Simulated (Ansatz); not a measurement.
C4H9KO, charge +1, doublet (typed; the unrestricted solution is spin-contaminated), at a GFN2-xTB geometry (such geometries of metal compounds can be far from the true shape) (a state made from the parent by changing its charge; the spin is typed, not shown lowest), with bond 7-4 at 3.0 times its length; HF/STO-3G (Ansatz, a quantum-chemistry and plane-wave program).

The Ansatz input:
Ansatz 0.2 input:
```yaml
crystal:
  periodic: [false, false, false]
  atoms:
    - {symbol: K, position_ang: [1.17865806, 1.52044927, 1.52233295]}
    - {symbol: O, position_ang: [-0.07021041, 0.34670475, 0.18173222]}
    - {symbol: C, position_ang: [-0.44982916, -0.63310286, -0.61390364]}
    - {symbol: C, position_ang: [0.58467577, -1.73806561, -0.79749522]}
    - {symbol: C, position_ang: [-1.80765986, -1.23536986, -0.08292799]}
    - {symbol: C, position_ang: [-0.86626122, -0.03344013, -2.01224332]}
    - {symbol: H, position_ang: [-0.51295394, -4.06977511, -2.78569179]}
    - {symbol: H, position_ang: [0.82498563, -2.18539989, 0.16721414]}
    - {symbol: H, position_ang: [1.50078357, -1.32257558, -1.21777545]}
    - {symbol: H, position_ang: [-1.59699646, -1.68279658, 0.88533723]}
    - {symbol: H, position_ang: [-2.16598743, -1.98523185, -0.77797481]}
    - {symbol: H, position_ang: [-2.54376880, -0.44700386, 0.03496130]}
    - {symbol: H, position_ang: [0.03104959, 0.39580950, -2.45120272]}
    - {symbol: H, position_ang: [-1.61081285, 0.74414666, -1.87705145]}
    - {symbol: H, position_ang: [-1.25642553, -0.82394965, -2.64204347]}
basis:
  gaussian:
    orbitals: STO-3G
hamiltonian:
  xc: hf
total_charge: 1
magnetization: {spin_polarized: true, initial_magnetization: 1}
```

Output, abridged:

```
Functional definition: HF
646 factors; integrals over basis functions are off by at most 5.7e-5 eV
mean field evaluation 1: about -22338.6032 eV, gradient 2.5e1 eV
mean field evaluation 2: about -22339.4882 eV, gradient 2.5e1 eV
mean field evaluation 4: about -22332.0347 eV, gradient 2.9e1 eV
mean field evaluation 8: about -22341.8964 eV, gradient 1.6e1 eV
mean field evaluation 16: about -22355.0571 eV, gradient 1.1e-3 eV
mean field evaluation 32: about -22355.1896 eV, gradient 1.4e-4 eV
mean field evaluation 64: about -22355.1896 eV, gradient 8.8e-5 eV
mean field evaluation 96: about -22355.2517 eV, gradient 1.5e-6 eV
mean field evaluation 128: about -22354.3327 eV, gradient 5.6e0 eV
mean field evaluation 160: about -22354.9662 eV, gradient 2.1e0 eV
mean field evaluation 192: about -22347.1523 eV, gradient 1.2e0 eV
mean field evaluation 224: about -22345.9946 eV, gradient 6.7e0 eV
mean field evaluation 256: about -22355.1667 eV, gradient 5.8e-1 eV
mean field evaluation 288: about -22340.9538 eV, gradient 1.6e1 eV
mean field evaluation 320: about -22352.3397 eV, gradient 9.4e0 eV
mean field -22355.25170847 eV, -821.5403473523 hartree, gradient 1.6e-6 eV, S^2 1.767542; 9 other end points of the search recorded, 0 dependent functions left out
reference -22355.25170847 eV, -821.5403473523 hartree; 30, 29 occupied and 17, 18 virtual orbitals, 646 factors
Total energy: -22355.25170847 eV, -821.5403473523 hartree
```
